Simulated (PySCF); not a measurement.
Bi(2+): ionisation energy

Bi(2+) [Xe] 4f14 5d10 6s2 6p1 (2P) → Bi(3+) [Xe] 4f14 5d10 6s2 (1S), as a difference of total energies. Computed with PySCF 2.14 in x2c-TZVPPall with one added diffuse shell each of s, p, d, f type (12s8p7d4f, 99 functions), with scalar relativity by spin-free X2C-1e. Correlated levels: valence: [Xe] 4f14 5d10 frozen; valence and next inner shell: [Kr] 4d10 4f14 frozen. The calculations carry no spin-orbit coupling.

```json
{"method": "UHF", "ionisation energy (eV)": "23.099"}
{"method": "LDA", "ionisation energy (eV)": "23.967"}
{"method": "PBE", "ionisation energy (eV)": "23.715"}
{"method": "PBE0", "ionisation energy (eV)": "23.740"}
{"method": "r2SCAN", "ionisation energy (eV)": "23.800"}
{"method": "B2PLYP", "ionisation energy (eV)": "23.600"}
{"method": "r2SCANh", "ionisation energy (eV)": "23.818"}
{"method": "TPSS", "ionisation energy (eV)": "23.623"}
{"method": "MP2 (valence)", "ionisation energy (eV)": "23.287"}
{"method": "SCS-MP2 (valence)", "ionisation energy (eV)": "23.276"}
{"method": "MP2 (valence and next inner shell)", "ionisation energy (eV)": "23.509"}
{"method": "SCS-MP2 (valence and next inner shell)", "ionisation energy (eV)": "23.407"}
```

A first-order spin-orbit estimate (lowest level to lowest level, LS coupling) adds 1.464 eV.

Errors of the correlated levels include the incompleteness of this basis and the frozen core.

Problem. Which method comes closest to the reference value, and which is furthest?

Solution. The reference is 25.571 eV (measured; NIST Atomic Spectra Database, ionization energies). Closest: LDA (error -0.141 eV); furthest: UHF (error -1.008 eV), both after the spin-orbit estimate.
